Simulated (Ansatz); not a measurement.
Calculated with Ansatz (gas phase, PBE0-D4/def2-TZVP geometries, no zero-point term in ΔE). CCSD(T)/CBS adds triple-zeta CCSD(T) − MP2 to the extrapolated MP2 energy (def2 sets, frozen cores). This one scheme is used for every species. Functionals use def2-TZVPP. For Br outer-core shells are correlated without core-valence functions, which leaves a few kJ/mol of doubt a bond. Scalar relativity is left out up to krypton. One conformer a species, not always the lowest.

Consider the ligand exchange at a B–S bond: `SB(Cl)Br` + NH₃ → `NB(Cl)Br` + H₂S.

`SB(Cl)Br`:

Z-matrix (Å, degrees):
```
B
S 1 1.784
Br 1 1.912 2 122.7
Cl 1 1.743 2 117.7 3 -180.0
H 2 1.343 1 96.6 3 0.0
```

NH₃:

Cartesian coordinates in Å:
```
N 0.012 0.156 0.234
H 0.566 -0.687 0.316
H -0.936 -0.130 0.023
H 0.357 0.661 -0.573
```

`NB(Cl)Br`:

Z-matrix (Å, degrees):
```
N
B 1 1.382
H 1 1.005 2 122.5
H 1 1.006 2 122.2 3 -180.0
Cl 2 1.757 1 120.6 3 -180.0
Br 2 1.926 1 119.8 3 -0.0
```

H₂S:

Cartesian coordinates in Å:
```
S -0.537 0.276 0.140
H 0.301 0.348 -0.905
H 0.235 -0.624 0.766
```

```json
{"level": "PBE0-D4", "ΔE (kJ/mol)": "-52.1"}
{"level": "r2SCAN0-D4", "ΔE (kJ/mol)": "-55.8"}
```

Task: What does CCSD(T)/CBS give? (Estimate.)

Result: The calculation gave: -53.1 kJ/mol. The listed levels differ from it by 1.0, -2.7 kJ/mol.

Largest T1 diagnostic among the species: 0.011.

From BLYP to BHLYP (50 % exact exchange), in def2-TZVPP and without D4, ΔE moves by −9.7 kJ/mol. The D4 term adds +3.5 kJ/mol with B3LYP and +1.8 kJ/mol with PBE0; it sums over pairs of atoms, weighted by their polarisabilities, and B3LYP, whose exchange is more repulsive, gets the larger term. Leaving LDA and LC-ωPBE aside and taking each functional with its dispersion term where it has one, the values, not all of them listed here, spread over 19.7 kJ/mol, from CAM-B3LYP-D4 to revPBE-D4. LDA lies −7.7 kJ/mol from PBE without D4.

B3LYP here is the variant with VWN-RPA as its local correlation; programs differ in this.
